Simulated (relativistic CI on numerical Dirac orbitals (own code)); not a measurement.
Calculated at this level of theory: Dirac-Coulomb-Breit CI, orbitals from a KLI potential per configuration, QED by a radiative potential, valence Slater integrals scaled by 0.85, P86 correlation energy added to each configuration (own radial code, finite nucleus).

Configurations in the expansion (outside the closed core [Kr] 4d10): 4f 5s2 5p6, 5s2 5p6 5d, 4f 5s2 5p5 5d, 4f2 5s2 5p5, 5s2 5p6 6s, 5s2 5p6 6p, 4f 5s2 5p5 5f, 4f 5s 5p6 5d, 5s2 5p6 6d, 4f 5s2 5p5 5g, 4f 5s2 5p5 6s, 5s2 5p6 7s, 5s2 5p6 5f, 5s2 5p6 7p, 4f2 5s 5p6, 4f 5s2 5p5 6p, 5s2 5p6 6f, 5s2 5p6 7d, 5s2 5p6 8s, 4f 5s 5p6 5f, 5s2 5p6 8p, 4f 5s 5p6 5g, 5s2 5p6 5g, 4f 5s2 5p5 6d, 5s2 5p6 9s, 4f3 5p6, 4f3 5p5 5d, 4f4 5p5, 4f3 5p5 5f. Double excitations out of closed p, d and f shells are left out; levels of such configurations are missing from the list, as are those of other unlisted configurations, and high levels can miss mixing partners.

At this charge configurations can still be misplaced by up to about 7 % of their energy. Levels and lines within the n = 5 or 6 shells can be off by up to 10 % or somewhat more, and those that change n by about 2 %, since core polarisation is missing. 6 of the 6 excited levels that our extract of the measured tables holds in this range could be paired (the sources list more); they are missed by 2132 cm⁻¹ on average and 3025 at most, and levels without a partner can miss by more. Levels that differ in their count of f electrons can be misplaced by several ten thousand cm⁻¹, since the correlation energy of f electrons is missing or only estimated; rates across such gaps can be off by orders of magnitude.

Outline of the computed level scheme of Pr V. Lowest level of each configuration: 4f 5s2 5p6 2F°_5/2 at 0.0000 eV; 4f2 5s2 5p5 4G°_5/2 at 12.4949 eV; 5s2 5p6 5d 2D_3/2 at 13.9590 eV.

Some strong electric-dipole decays among the lowest 45 levels: 5s2 5p6 5d 2D_3/2 → 4f 5s2 5p6 2F°_5/2 (2.6e+08 s⁻¹); 5s2 5p6 5d 2D_5/2 → 4f 5s2 5p6 2F°_7/2 (2.6e+08 s⁻¹); 5s2 5p6 5d 2D_5/2 → 4f 5s2 5p6 2F°_5/2 (1.4e+07 s⁻¹).

LS names give the leading component of a level, which can be under half, so a name can repeat, a term be missing and a line seem to break the LS rules.
